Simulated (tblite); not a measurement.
Input of a run (GFN2-xTB geometry optimisation, gas phase (tblite 0.8.0)), started from a force field or distance geometry:
```
{"job": {"kind": "relax", "xc": "GFN2-xTB", "basis": "xTB"}, "charge": 0, "multiplicity": 2}
C      2.900200     2.212700    -0.845000
C      2.478200     1.179700    -0.399200
Si     1.841800    -0.397900     0.306200
C     -0.002600    -0.395900     0.117200
C     -0.493500    -0.262900    -1.160700
C     -1.856300    -0.255600    -1.413700
C     -2.685500    -0.391200    -0.330200
C     -2.218300    -0.533100     0.977800
C     -0.854500    -0.545000     1.199800
H      3.251100     3.122700    -1.248500
H      2.401100    -1.522900    -0.431100
H      2.161900    -0.374300     1.725400
H      0.208000    -0.152800    -1.981400
H     -3.751000    -0.388100    -0.538700
H     -2.919900    -0.636100     1.800400
H     -0.468300    -0.650300     2.210100
```

Output (eV, eV/Å):
```
step      E/eV     max force
  0    -604.62739    2.142
  1    -604.70938    0.757
  2    -604.73984    0.482
  3    -604.76137    1.360
  4    -604.77223    1.231
  5    -604.78550    0.252
  6    -604.79040    0.152
  7    -604.79383    0.210
  8    -604.79667    0.161
  9    -604.79989    0.167
 10    -604.80268    0.142
 11    -604.80488    0.137
 12    -604.80643    0.099
 13    -604.80742    0.065
 14    -604.80794    0.057
 15    -604.80822    0.039
 16    -604.80842    0.034
 17    -604.80858    0.034
 18    -604.80873    0.032
 19    -604.80886    0.036
 20    -604.80897    0.028
 21    -604.80904    0.023
 22    -604.80910    0.021
 23    -604.80917    0.031
 24    -604.80926    0.036
 25    -604.80935    0.029
 26    -604.80943    0.022
 27    -604.80948    0.020
 28    -604.80952    0.022
 29    -604.80955    0.016
 30    -604.80957    0.011
 31    -604.80959    0.012
 32    -604.80961    0.014
 33    -604.80962    0.015
 34    -604.80963    0.010
```

Summarise the run.

The energy falls by 0.182 eV over 34 L-BFGS steps, the largest force on an atom goes from 2.14 to 0.010 eV/Å, and the atoms move by 0.061 Å rms after alignment. The bond that changes most is Si3–C4 (ends: silicon bonded to 2 C and 2 H; carbon bonded to 2 C and Si), which lengthens by 0.038 Å. Bonds longer at the end by more than 0.005 Å: 5 of 16; shorter: 4. Among the angles that change most is C5–C6–C7, from 116.7° to 125.2°. The energy never rose by more than 1e-5 eV on the way. The first step brought 45 % of the lowering.

What are the final bond lengths?

C1≡C2 1.202 Å, C2–Si3 1.851 Å, Si3–C4 1.892 Å, C4–C5 1.403 Å, C5–C6 1.359 Å, C6–C7 1.365 Å, C7–C8 1.393 Å, C8–C9 1.383 Å, C4–C9 1.389 Å, C1–H10 1.053 Å, Si3–H11 1.469 Å, Si3–H12 1.467 Å, C5–H13 1.080 Å, C7–H14 1.080 Å, C8–H15 1.082 Å, C9–H16 1.082 Å. Numbering counts from 1 in the input's order; the species is `C#C[SiH2]c1c[c]ccc1` [radical].

Hardware: one thread of an Arm Neoverse V1, no GPU, shared host. Cost: 0.27 s wall.

Its lowest GFN2-xTB frequency is 6i cm⁻¹, too small to tell a flat minimum from a shallow saddle. 3 starts were optimised and ended at 0.00, 0.03 and 0.08 kcal/mol (GFN2-xTB); the lowest of these is shown.

Shape of the structure used: `[CH:1]#[C:2][SiH2:3][c:4]1[cH:5][c:6][cH:7][cH:8][cH:9]1`: C2–Si3–C4–C5 56°.

One conformer stands for the species.

These are computed values.
